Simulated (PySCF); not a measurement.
Compound: C4H10BCl2NSi.
Cartesian coordinates in Å at the PBE0-D3(BJ)/def2-SVP level; atoms count from 1:
```
atom  x, y, z in Å
Si1    0.3379    0.4192   -1.8345
N2    -0.8484   -0.6907   -1.2365
C3    -0.9268   -1.2189    0.1056
C4    -2.4310   -1.2087    0.4112
C5    -3.1162   -1.3518   -0.9666
B6    -4.0984   -0.2102   -1.3695
Cl7   -3.7382    1.4680   -0.9944
Cl8   -5.5382   -0.5413   -2.3187
C9    -1.9252   -1.2693   -1.9888
H10   -0.2826    1.1761   -2.9638
H11    0.7285    1.3314   -0.7165
H12    1.5977   -0.2120   -2.3530
H13   -0.5299   -2.2537    0.1624
H14   -0.3417   -0.6063    0.8094
H15   -2.7252   -2.0136    1.1002
H16   -2.7012   -0.2529    0.8831
H17   -3.6160   -2.3253   -1.0740
H18   -1.6978   -2.2939   -2.3459
H19   -2.1453   -0.6667   -2.8872
```

Computed, not measured: PySCF 2.14.0, PBE0-D3(BJ)/def2-SVP geometry optimisation, gas phase.

Take the most abundant isotopes and a rigid rotor. The values belong to one conformer with, in the numbering `[SiH3:1][N:2]1[CH2:3][CH2:4][C@@H:5]([B:6]([Cl:7])[Cl:8])[CH2:9]1`, C4–C5–B6–Cl7 39°, Si1–N2–C3–C4 140°, N2–C3–C4–C5 28°, C3–C4–C5–B6 -122°, C4–C5–C9–N2 -18°.

Question: What are A, B and C (MHz)?

Answer: Ia = 320.28, Ib = 877.41, Ic = 949.12 u·Å²; 505379 MHz·u·Å²/I gives A = 1578, B = 576.0, C = 532.5 MHz.

Question: What kind of rotor is it?

Answer: A near-prolate asymmetric top: κ = (2 × 576.0 − 1578 − 532.5)/(1578 − 532.5) = -0.92.

Question: What does the inertial defect say?

Answer: Not planar: Δ = Ic − Ia − Ib = -248.57 u·Å². For a rigid frame Δ = −2 Σ m c², so Σ m c² = 124.29 u·Å² lies off the ab plane: 21.29 from hydrogen and 103.00 from heavier atoms. The atom farthest from that plane is 2.09 Å away.

Question: Give the other two planar moments, Paa and Pbb, and the rms extents of the mass along the axes.

Answer: Paa = Σ m a² = (Ib + Ic − Ia)/2 = 753.12 and Pbb = Σ m b² = (Ia + Ic − Ib)/2 = 195.99 u·Å². With the mass M = 181.01 u, the rms extents √(P/M) along a, b and c are 2.04, 1.04, 0.83 Å.

Question: Predict some low-J microwave lines.

Answer: The dipole components are |μa| = 0.61 D, |μb| = 1.54 D, |μc| = 0.27 D. Intensities carry the squares of the components, which stand as 0.16 : 1.00 : 0.03 (a : b : c). Some lines, for components of 0.1 D or more:

```tsv
type	branch	J(Ka,Kc)	MHz	lower level (cm⁻¹)
a	Q	4(1,3) ← 4(1,4)	435	0.397
a	Q	5(1,4) ← 5(1,5)	652	0.578
b	Q	5(1,4) ← 5(0,5)	1388	0.553
a	R	2(0,2) ← 1(0,1)	2216	0.037
b	R	5(1,4) ← 4(2,3)	2789	0.506
c	Q	4(2,3) ← 4(1,3)	2856	0.411
a	R	4(0,4) ← 3(0,3)	4420	0.222
a	R	4(2,2) ← 3(2,1)	4447	0.359
c	R	3(1,2) ← 2(0,2)	4480	0.111
b	Q	3(3,0) ← 3(2,1)	5112	0.359
b	Q	5(3,3) ← 5(2,4)	5131	0.691
a	R	5(3,2) ← 4(3,1)	5547	0.677
b	R	3(2,1) ← 2(1,2)	6469	0.143
c	Q	5(4,2) ← 5(3,2)	7161	0.862
b	Q	4(4,1) ← 4(3,2)	7163	0.677
c	R	5(2,3) ← 4(1,3)	8443	0.411
c	R	5(2,4) ← 4(1,4)	8830	0.397
```

No PBE0-D3(BJ)/def2-SVP frequencies stand behind this structure, so it isn't proved a minimum. Constants of a rigid frame at the computed geometry: no zero-point averaging, no centrifugal distortion. A rigid rotor knows nothing of internal rotation, which can split or shift real lines. Quadrupole hyperfine structure (11B, 14N, 35Cl) is left out.
